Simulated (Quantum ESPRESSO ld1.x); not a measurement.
Values are calculated unless marked as measured or tabulated.
The aim is the tellurium ion Te2+ in [Kr] 4d10 5s2 5p2. What will ld1.x (Quantum ESPRESSO 7.5) do with this input?

```
 &input
    zed=52.0,
    iswitch=1,
    rel=2,
    dft='PBESOL',
    config='[Pd] 4d10 5s2 5p2',
    lsmall=.true.,
    prefix='ld1',
    max_out_wfc=37,
    file_charge='ld1.rho',
 /
```

Answer. Refused. The program stops in el_config with "wrong core: Pd": the cores known are He, Ne, Ar, Kr, Xe, Hg and Rn.

Output (excerpt):

```
     Program LD1 v.7.5 starts

 %%%%%%%%%%%%%%%%%%%%%%%%%%%%%%%%%%%%%%%%%%%%%%%%%%%%%%%%%%%%%%%%%%%%%%%%%%%%%%
     Error in routine el_config (1):
     wrong core: Pd
 %%%%%%%%%%%%%%%%%%%%%%%%%%%%%%%%%%%%%%%%%%%%%%%%%%%%%%%%%%%%%%%%%%%%%%%%%%%%%%

     stopping ...
```

Run on one thread of a shared host, so times are rough (Intel(R) Xeon(R) Processor @ 2.60GHz): 0.52 s of CPU time, 0.53 s wall.
